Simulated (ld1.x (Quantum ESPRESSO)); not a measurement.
## Br (Z = 35), TM: configuration errors across variants

ld1.x (Quantum ESPRESSO) 7.5 input, shortened:

```
&input
   title='Br', zed=35., rel=2, dft='WC', iswitch=3,
   config='[Ar] 3d10 4s2 4p4.5 4d-2', rel_dist='average'
 /
 &inputp
   pseudotype=2, tm=.true., lloc=2,
   nlcc=.true., new_core_ps=.true., rcore=0.95
 /
3
4S  1  0   2.00   0.00  1.10  1.10  0.0
4P  2  1   4.50   0.00  1.70  1.70  0.0
4D  3  2  -2.00   0.30  1.80  1.80  0.0
 &test
   configts(1)='4s2 4p4.5'
 /
```

Open shells are filled in proportion to 2j + 1 (rel_dist='average').

All-electron excitation energies from the reference (eV): (1) 4s2 4p5 -5.078; (2) 4s2 4p4 7.489; (3) 4s2 4p3 30.289; (4) 4s2 4p5.3 -7.041; (5) 4s1 4p6 7.310; (6) 4s2 4p1 110.496; (7) 4s2 4p2 64.349.

Tests that are not counted but printed errors over 1 eV. “wave 4s (bound): rc 1.10 bohr becomes 4s (bound): rc 0.72 bohr”: 4s2 4p4 (solver errors, printed error -203 eV); 4s2 4p3 (solver errors, printed error -147 eV); 2 more.

A true bound ghost makes a file unfit for plane-wave use even where its test errors are small: the radial tests pick states by their node count and pass the ghost by.

Errors AE − PS in meV (a dash: test not solved or not reliable):

```tsv
change	(1)	(2)	(3)	(4)	(5)	(6)	(7)	bound ghosts
base	-1.6	-2.2	-25	-3.5	-11	-167	-79	none
wave 4s (bound): rc 1.10 bohr becomes 4s (bound): rc 0.72 bohr	-1.8	–	–	-4.1	-130	–	–	not determined
wave 4s (bound): rc 1.10 bohr becomes 4s (bound): rc 0.92 bohr	-1.6	-2.3	-24	-3.6	-51	-157	-77	s
wave 4s (bound): rc 1.10 bohr becomes 4s (bound): rc 1.22 bohr	-1.6	-2.2	-25	-3.5	-6.6	-172	-81	none
wave 4s (bound): rc 1.10 bohr becomes 4s (bound): rc 1.66 bohr	-1.5	-2.2	-25	-3.5	-7.7	-168	-79	none
```

Give the same row for: wave 4s (bound): rc 1.10 bohr becomes 4s (bound): rc 1.44 bohr.

-1.6, -2.3, -25, -3.5, -4.8, -174, -82; bound ghosts: none.
